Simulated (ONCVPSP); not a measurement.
## Configuration tests for arsenic (As) (ONCV)

```json
{"Element": "As", "Generator": "ONCVPSP 4.0.1", "Type": "optimised norm-conserving Vanderbilt (ONCV)", "Functional": "LDA (Perdew-Zunger)", "Relativity": "scalar-relativistic", "Frozen core": "[Ar] 3d10", "Valence charge": "5", "Reference configuration": "4s2 4p3", "Partial waves": "4s: rc 1.65 bohr, ncon 3, nbas 7, qcut 3.7 1/bohr, 2 projectors, debl 3 Ha; 4p: rc 1.65 bohr, ncon 5, nbas 8, qcut 5.4 1/bohr, 2 projectors, debl 3.3 Ha; d scattering state at 0.26 Ha: rc 1.50 bohr, ncon 4, nbas 8, qcut 5.7 1/bohr, local", "Local potential": "the d channel", "Core correction": "Teter function, fcfact 5.5, rcfact 1.4"}
```

Energies are relative to the spin-unpolarised reference configuration 4s2 4p3; without spin polarisation the order of configurations can differ from experiment.

| valence configuration | charge | ΔE all-electron (eV) | error AE − PS (meV) |
| --- | --- | --- | --- |
| 4s2 4p1 | +2 | 27.488 | -40 |
| 4s2 4p0 | +3 | 55.528 | -150 |

**Question.** What are ΔE and the potential's error for 4s2 4p2?

**Answer.** ΔE = 9.325 eV all-electron; the error (AE − PS) is -5.9 meV.

**Question.** What are ΔE and the potential's error for 4s1 4p4?

**Answer.** ΔE = 9.483 eV all-electron; the error (AE − PS) is -9.3 meV.

Levels in the configuration 4s1 4p4:

| level | all-electron (eV) | pseudo (eV) |
| --- | --- | --- |
| 4s | -15.587 | -15.612 |
| 4p | -5.980 | -5.985 |
